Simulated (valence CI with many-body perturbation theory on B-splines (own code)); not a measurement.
## Basis-set convergence for Mn¹⁹⁺

Computed by valence CI with perturbative core correlation (CI+MBPT): four valence electrons over a frozen Dirac-Fock core [He], a basis of 9 s, 9 p, 8 d, 6 f, 3 g, 1 h functions for each j, with the one-electron correlation potential Σ1, the two-electron term Σ2, the three-electron term Σ3, Breit, model QED; selected CI, second order for the rest, scaled by the run's own slope (own B-spline code, finite nucleus).

No measured levels were compared; by estimate levels of excited configurations hold to 0.05 to 0.15 % of their energy, terms of the ground configuration to about 0.5 %. Among the levels kept, up to 410 cm⁻¹ of a level comes from second order outside the variational space, and about a tenth of that is noise between levels of different J, which matters for small intervals.

The reference run has the lowest level 2s2 2p2 3P_0 and an ionisation energy of 1539.01 eV. Its largest variational space holds 25779 state functions.

Changed runs:
A. basis 6 s, 6 p, 5 d, 3 f, 1 g
B. basis 5 s, 5 p, 4 d, 2 f

Excitation energies of the reference run in cm⁻¹, and shifts in cm⁻¹:

```csv
Level,Reference,A,B
2s2 2p2 3P_1,59720,-21,-62
2s2 2p2 3P_2,98846,+15,+39
2s2 2p2 1D_2,212567,+114,+343
2s2 2p2 1S_0,333548,+187,+577
2s 2p3 5S°_2,442940,-269,-825
2s 2p3 3D°_2,722813,+75,+238
2s 2p3 3D°_1,723326,+78,+253
2s 2p3 3D°_3,743027,+75,+221
2s 2p3 3P°_0,850559,+125,+411
2s 2p3 3P°_1,857167,+121,+392
2s 2p3 3P°_2,870992,+120,+385
2s 2p3 3S°_1,1026160,+150,+518
Ionisation energy (eV),1539.01,-0.021,-0.07
```
